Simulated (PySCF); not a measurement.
An unknown shows these calculated signals:

¹H NMR (400 MHz, computed): δ 5.53 (m, 1H), 5.19 (m, 2H), 3.74 (sept, 1H), 1.21 (d, 6H).

¹³C{¹H} NMR (computed): δ 71.9 (CH), 26.0 (CH3).

Calculated, not measured (PySCF 2.14.0 with density-fitted response routines): σ from GIAO-PBE0/pcSseg-1, geometry from GFN2-xTB. Single conformer, gas phase, one averaged value for each set of equivalent atoms, non-relativistic Hamiltonian.

Shifts are taken against calculated references (same method and geometry level): ¹H, ¹³C against TMS.

Q: Which of these does the molecule contain: a ketone, a carboxylic acid, an S-methyl group, a (CH3)2CH unit, a Si–H bond?

A: 
- A ketone: no.
- A carboxylic acid: no.
- An S-methyl group: no.
- A (CH3)2CH unit: yes (δC 26.0, 71.9; δH 1.21 (d), 3.74 (sept)).
- A Si–H bond: yes (δH 5.19 (m)).

The data belong to `CC(C)O[SiH2][SiH](F)F`, C3H10F2OSi2; they needn't prove each group on their own.

Carbon signals by region: 1 at 50–100 ppm, 1 below 50 ppm.

Splittings by ¹⁹F in the carbon and heteronuclear signals aren't shown, as no couplings were computed. Shifts are as computed. Against solution values, carbons near 30 ppm lie about +3 ppm off and those near 130 ppm about +5 ppm. Of 1211 compounds with measured shifts, 218 miss one by over three times the rms of a fit or turn the order of signals round; such compounds aren't used in these exercises. No couplings were computed; multiplicities are counted from neighbouring protons, with m where these are inequivalent, close in shift, in a saturated or five-membered ring or joined by F or P, and br s for small geminal =CH2 splittings.
